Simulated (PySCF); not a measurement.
Structure from 2D NMR

Compound of formula C$_{6}$H$_{9}$NSi. Correlations simulated from computed shifts and the bond graph:

HSQC (one-bond C–H):
| δH | δC |
| --- | --- |
| 6.13 | 132.8 |
| 5.95 | 132.8 |
| 5.11 | 69.2 |
| 4.85 | 64.7 |
| 1.52 | 12.2 |

COSY cross peaks (H two or three bonds apart, from the bond graph; peaks can be absent where the dihedral angle is near 90°):
| δH | δH |
| --- | --- |
| 6.13 | 5.95 |
| 5.11 | 1.52 |

HMBC (two and three bonds, from the bond graph):
| δH | δC |
| --- | --- |
| 6.13 | 152.9, 64.7 |
| 5.95 | 152.9, 64.7 |
| 5.71 | 152.9, 132.8, 129.2, 64.7 |
| 5.11 | 129.2, 12.2 |
| 4.85 | 152.9, 132.8, 129.2 |
| 1.52 | 129.2, 69.2 |

Carbons without hydrogens: δ 152.9, 129.2.

[PySCF 2.14: geometry: GFN2-xTB; shielding tensors at PBE0/pcSseg-1 (GIAO); non-relativistic Hamiltonian; no solvent model; one computed conformer; averaged over atoms made equivalent by symmetry, fast rotation or ring inversion]

Chemical shifts δ = σref − σ; 1H (σref 31.72), 13C (σref 186.93) against TMS, all at this level.

Exchangeable hydrogens are left out of these lists.

Assemble the structure.

Answers

SMILES C=C1CN(C2=CC2)[SiH2]1.

Mapped SMILES: `[CH2:1]=[C:2]1[CH2:3][N:4]([C:5]2=[CH:6][CH2:7]2)[SiH2:8]1`. Hydrogens are named by the atom that carries them. Ha(C1) is cis to C3; Hb(C1) is trans to C3.

δC 152.9 is C2, a fully substituted alkene carbon. δC 132.8 is C1, a terminal =CH2 carbon (δH 6.13, 5.95). δC 129.2 is C5, an alkene carbon bearing nitrogen. δC 69.2 is C6, a β carbon of an enol-ether or enamine type C=C (δH 5.11). δC 64.7 is C3, an allylic sp3 CH2 bonded to N (δH 4.85). δC 12.2 is C7, a three-membered-ring carbon (δH 1.52). HMBC from δH 6.13 reaches the proton-free carbon C2. HMBC from δH 5.95 reaches the proton-free carbon C2. HMBC from δH 5.71 reaches the proton-free carbons C2, C5. HMBC from δH 5.11 reaches the proton-free carbon C5. COSY links 6.13–5.95, 5.11–1.52.

This is the structure that produced the data.

Shifts are as computed. Against solution values, carbons near 30 ppm lie about +3 ppm off and those near 130 ppm about +5 ppm. Of 1211 compounds with measured shifts, 218 miss one by over three times the rms of a fit or turn the order of signals round; such compounds aren't used in these exercises.
